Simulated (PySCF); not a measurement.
**Worked example: entropy of an ideal gas**

hydrogen (H₂), SMILES [H][H].

The structure is a stationary point at PBE-D3(BJ)/def2-TZVPD.

PBE-D3(BJ)/def2-TZVPD (PySCF) gives the harmonic wavenumbers 4312 cm⁻¹ and the rotational temperature 85.1616 K. The molar mass is 2.02 g/mol, the symmetry number 2, the spin multiplicity 1.

**Question.** Work out the entropy at 298.15 K and 1 atm in the rigid-rotor, harmonic-oscillator model.

**Answer.** 
Translation (Sackur–Tetrode at 1 atm): S = R[1.5 ln M + 2.5 ln T − 1.16487] = 117.5 J/(mol K).
Rotation: q = T/(σ θ) = 1.75, S = R[ln q + 1] = 13.0 J/(mol K).
Vibration: with u = 1.4388 ν/T, each mode gives R[u/(e^u − 1) − ln(1 − e^−u)]; all modes are too stiff to count. Sum 0.0 J/(mol K).
Spin: R ln 1 = 0.0 J/(mol K).
Total 130.5 J/(mol K); the program's own thermochemistry gives 130.5. Translation makes up 90 % and vibration 0 %. Anharmonicity, hindered rotation and orbital degeneracy are left out.
